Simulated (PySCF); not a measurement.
B3LYP has the VWN-RPA correlation part, as in Gaussian. Delta-SCF ions had no search for a lower state. Excitations are Tamm–Dancoff values on a coarser integration grid. The basis has no diffuse functions, so Rydberg states are missing or too high.

C₂H₅N₃, SMILES `N#CNCN` (C–N–C–N torsion -83°, N–C–N–H torsion 79°) (charge 0, multiplicity 1)

Calculation: B3LYP-D3(BJ)/def2-TZVP (PySCF).

- HOMO: -7.27 eV
- dipole moment: 4.89 D
- LUMO: 0.07 eV
- HOMO–LUMO gap: 7.34 eV
- S1 excitation (TDA): 6.11 eV
- S1 oscillator strength: 0.006
- T1 excitation (TDA): 5.79 eV
- S1–T1 gap (TDA): 0.32 eV
- vertical ionisation energy (Delta-SCF): 9.63 eV
- total energy: -243.5575 Ha
- cost: roughly 90 core-seconds

```xyz
10

N      2.0237     1.6510    -1.4084
C      1.4297     1.1143    -0.5738
N      0.7817     0.4441     0.3843
C     -0.0733    -0.6747    -0.0274
N     -1.3799    -0.2179    -0.4566
H      0.3536     1.0401     1.0819
H      0.4971    -1.2254    -0.7815
H     -0.2046    -1.3226     0.8389
H     -1.3611     0.1505    -1.4001
H     -2.0669    -0.9593    -0.4147
```
Charge 0, spin multiplicity 1.
